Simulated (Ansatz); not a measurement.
Results of the Gaussian-basis code of Ansatz.

Basis-set series for `[CH3][Ga]([CH3])[C]#N`. Charge 0, multiplicity 1. All single points use the PBE0-D4/def2-TZVP geometry.

```tsv
functional	basis	functions	energy (Eh)	HOMO (eV)	LUMO (eV)
PBE0-D4	def2-TZVPP	256	-2097.14495	-8.40	-1.78
PBE0-D4	def2-QZVPP	497	-2097.19786	-8.42	-1.80
ωB97M-V	def2-TZVPP	256	-2097.42652	-10.60	-0.02
ωB97M-V	def2-QZVPP	497	-2097.47762	-10.62	-0.12
```

**Question.** Give the rows for def2-SVP. (Estimate.)

**Answer.** The calculation gave: 
| functional | basis | functions | energy (Eh) | HOMO (eV) | LUMO (eV) |
| --- | --- | --- | --- | --- | --- |
| PBE0-D4 | def2-SVP | 118 | -2096.70113 | -8.34 | -1.68 |
| ωB97M-V | def2-SVP | 118 | -2096.97396 | -10.53 | 0.09 |

Scalar relativity is left out up to krypton.
